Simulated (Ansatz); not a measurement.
Input for Ansatz (an electronic-structure program): U-BHLYP/def2-TZVPP on As2+, 2S+1 = 2, a spin state set in the input, which need not be the lowest, a point of a bond scan (R = 2.194 Å). Charge +1.

Ansatz 0.2 input:
```yaml
crystal:
  periodic: [false, false, false]
  atoms:
    - {symbol: As, position_ang: [0.00000000, 0.00000000, 0.00000000]}
    - {symbol: As, position_ang: [0.00000000, 0.00000000, 2.19431700]}
basis:
  gaussian:
    orbitals: def2-TZVPP
    pivot_positions_ang: [[0.00000000, 0.00000000, 0.00000000], [0.00000000, 0.00000000, 2.19431700]]
hamiltonian:
  xc: {name: BHLYP}
total_charge: 1
magnetization: {spin_polarized: true, initial_magnetization: 1}
output: {forces: true, orbitals: {seedname: ./end}}
```

The log:

```
WARN ansatz: RAYON_NUM_THREADS=1 ignored (pool sized by the plan → 1); use --threads N
Functional definition: BHLYP
integrals: 0.04 GiB planned
662 factors; integrals over basis functions are off by at most 2.3e-4 eV
mean field: 0.57 GiB planned
mean field evaluation 1: about -121671.9224 eV, gradient 8.6e0 eV
mean field evaluation 2: about -121672.2306 eV, gradient 5.5e0 eV
mean field evaluation 4: about -121672.3350 eV, gradient 2.4e-1 eV
mean field evaluation 8: about -121672.4146 eV, gradient 1.6e-2 eV
mean field evaluation 16: about -121672.4146 eV, gradient 4.6e-5 eV
mean field evaluation 32: about -121672.3956 eV, gradient 6.7e-1 eV
mean field -121672.41460828 eV, -4471.3787643297 hartree, gradient 1.7e-6 eV, S^2 0.752328; 3 other end points of the search recorded, 0 dependent functions left out
the calculation of the forces begins
reference -121672.41472321 eV, -4471.3787685532 hartree; 33, 32 occupied and 63, 64 virtual orbitals, 662 factors
Total energy: -121672.41472321 eV, -4471.3787685532 hartree
Atom 0 at     0.000000     0.000000     0.000000 Å, force    -0.000000     0.000000     0.565823 eV/Å
Atom 1 at     0.000000     0.000000     2.194317 Å, force    -0.000000    -0.000000    -0.565823 eV/Å
Dipole moment:     0.000000    -0.000000     0.000000 e Å
```

The calculation finished and met its thresholds.

Cost: around 4 core-seconds (rough).
